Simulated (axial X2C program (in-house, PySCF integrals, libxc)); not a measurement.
**MoP: properties at the nuclei**

Calculated with an axial X2C code built on PySCF integrals: two-component X2C with atomic mean-field Coulomb and Gaunt terms, Gaussian nuclei, basis Mo dyall-cv3z, P dyall-v3z with contracted cores.

R = 2.136 Å (near the PBE0 minimum at charge 0 of the determinant lowest at the starting distance; the state shown can have its own minimum elsewhere).

Determinant lowest in the PBE0 search, Ω = 3/2 (⟨Sz⟩ = 1.50, ⟨Lz⟩ = 0.00 at PBE0), spin on the atoms Mo 2.09, P -0.59:

| level | Eeff magnitude (GV/cm) | Ws magnitude Mo (kHz) | A∥/gI Mo (MHz) | qzz Mo (a.u.) | A∥/gI P (MHz) | qzz P (a.u.) | μ (D) |
| --- | --- | --- | --- | --- | --- | --- | --- |
| PBE0 | 1.32 | 0.424 | 881 | 0.04 | 46.3 | -1.28 | -3.53 |
| HF | 1.93 | 0.609 | 574 | -0.43 | 22.9 | -1.69 | -3.86 |
| BHandHLYP | 1.33 | 0.414 | 810 | 0.02 | 38.3 | -1.45 | -3.84 |
| PBE50 | 1.19 | 0.378 | 805 | -0.06 | 48.4 | -1.47 | -3.97 |
| B3LYP | 1.34 | 0.424 | 918 | 0.07 | 33.1 | -1.22 | -3.32 |

Eeff is the effective electric field on the electron electric dipole moment in this Ω state and Ws the scalar–pseudoscalar constant of the nucleus named (defined with the proton number Z and per Ω); A∥ (defined per Ω) follows by multiplying with gI = μI/(I μN); qzz is the electric field gradient, eQq0 = 234.96 MHz × Q/barn × qzz; μ is positive if the P end (last atom) is positive. The operators were transformed with the bare-nucleus X2C matrices; with these basis sets, hyperfine constants and field gradients can be off by tens of per cent, and where levels differ in sign neither size nor sign is settled.

(1) With gI(95Mo) = -0.3657 (g factors from the IAEA table of nuclear moments by Stone), turn the PBE0 values of the first state into constants in MHz.

Each state is one determinant with collinear spin, which with several unpaired electrons need not be a pure state. Unrestricted Hartree–Fock can overshoot spin polarisation at the nuclei. This is the top spin component of a Σ state; components of lower Ω are not single determinants and can lie lower. With several open shells hyperfine constants can be off by a factor of several. In the state Ω = 3/2 the atomic spins oppose each other (2.09, -0.59): a broken-symmetry determinant whose values are not spin-projected. The search compared states at one distance, so a state with another bond length can lie lower. Further determinants of the search, some of them spin-mixed, are not shown. Where a field gradient or hyperfine factor spreads by more than a factor of two over the levels, a constant derived from it is not to be relied on.

## Answers

(1) A∥(95Mo) = 881 × -0.3657 = -322 MHz.
